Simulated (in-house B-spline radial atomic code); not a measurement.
# Solving the quasi-particle equation for 4p up of Rb⁴⁺

Configuration [Ar] 3d10 4s2 4p3, highest spin, start HSE06; correlation leaves out the 2 deepest shells. Computed with a B-spline radial code for spherical atoms: all electrons, scalar-relativistic (spin-free one-electron X2C), finite nucleus, each spin shell either full or empty, empty states to l = 9 with an (l + 1/2)⁻⁴ tail; G0W0 by contour deformation at full frequency.

At the mean-field level ε = -63.638 eV the matrix elements are Σx = -28.679 eV, v_xc = -23.208 eV and Σc(ε) = -0.731 eV, and the slope of the correlation self-energy is dΣc/dω = -0.0430. The quasi-particle energy solves E = ε + Σx − v_xc + Σc(E).

Question: What does the linearised equation give?

Answer: Z = 1/(1 − dΣc/dω) = 1/1.0430 = 0.9588. The first-order shift is Σx − v_xc + Σc(ε) = -28.679 − (-23.208) + (-0.731) = -6.202 eV, so E ≈ ε + Z × shift = -63.638 + 0.9588 × (-6.202) = -69.584 eV.

Question: How does that compare with the full solution and with static screening?

Answer: Solving the equation at full frequency dependence gives E = -69.574 eV, where Σc = -0.465 eV and the weight is 0.955; the linearised value is off by 10 meV. Leaving Z out would give -69.840 eV. Static COHSEX puts -2.680 eV in place of Σc and gives -71.789 eV, 2.21 eV deeper.
